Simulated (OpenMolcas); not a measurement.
**Si³⁺: from CASSCF to CASPT2**

```json
{"Program": "OpenMolcas 26.06", "Basis": "ANO-R3 [6s5p4d2f1g]", "Scalar Hamiltonian": "X2C, finite nucleus", "Active space": "1 electron in 4 orbitals (3s 3p)", "State averaging": "2S+1 = 2 even, 1 root; 2S+1 = 2 odd, 3 roots", "Spin-orbit coupling": "RASSI with atomic mean-field integrals over the reference wave functions, term energies averaged over their components"}
```

Methods on the same reference wave functions:
A. CASSCF
B. SS-CASPT2, IPEA 0.25 Eh, imaginary shift 0.1 Eh (closed shells correlated: 2s 2p)

Energies in cm⁻¹ above 3s ²S_1/2, the measured ground level; measured values from NIST levels in Kelleher and Podobedova, J. Phys. Chem. Ref. Data 37, 1285 (2008).

| Level | A | B | Measured |
| --- | --- | --- | --- |
| 3s ²S_1/2 | 0.0 | 0.0 | 0.0 |
| 3p ²P°_1/2 | 70847 | 71562 | 71288 |
| 3p ²P°_3/2 | 71229 | 71944 | 71749 |

Deviations, from unrounded energies. A percentage is the sum of absolute deviations over the sum of measured energies, with the sign that they share, or ± where signs differ.

| Against measurement | Levels | A | B |
| --- | --- | --- | --- |
| mean absolute deviation (cm-1) | 2 | 480 | 240 |
| other configurations (%) | 2 | -0.7 | +0.3 |

B lies closest to measurement on these levels. The largest miss of B in the table is 3p ²P°_1/2, by +270 cm-1. The ranking rests on the paired levels alone, and a cruder setting can come out closer through cancelling errors.

The lowest spin-free term lies below A's lowest term by 0.267 hartree in B.

With one active electron the reference holds no correlation, so core polarisation is missing (holds for A). With one active electron, CASPT2 adds the correlation within the correlated inactive shells and between them and that electron, and leaves the splitting within a term as the reference gives it (holds for B). Measured partners are found by configuration, term and J. A level has none where our copy of the source lacks it or the pairing is in doubt (some pairs that miss far off the trend of their configuration count as doubtful), and it then counts in no deviation. Only configurations of the active space appear.

° marks odd parity.
